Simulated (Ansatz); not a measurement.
Mulliken charges of `O[Si]1(F)C=N1` from ωB97M-V/def2-TZVPP in Ansatz (PBE0-D4/def2-TZVP geometry).

| atom | x (Å) | y (Å) | z (Å) | charge (e) |
| --- | --- | --- | --- | --- |
| O1 | -0.687 | -0.283 | 1.605 | -0.349 |
| Si2 | 0.334 | -0.267 | 0.351 | 0.698 |
| F3 | 1.557 | -1.141 | 0.821 | -0.289 |
| C4 | 0.020 | 0.128 | -1.317 | -0.083 |
| N5 | 0.590 | 1.109 | -0.670 | -0.303 |
| H6 | -1.479 | 0.254 | 1.534 | 0.191 |
| H7 | -0.274 | 0.132 | -2.369 | 0.135 |

By hand: the dipole of these point charges (1 e Å = 4.8032 D).

Σ q r = (-0.477, -0.038, -0.267) e Å, of length 0.548 e Å = 2.63 D.

How does the dipole of the full density compare? (Best estimate.)

Ansatz gave: (-0.520, -0.083, -0.091) e Å, 2.57 D; the point charges give 1.02 times that, at 20° from its direction.

Point charges leave out the atoms' own dipoles, such as those of lone pairs, and Mulliken's split depends on the basis, so the two needn't agree.
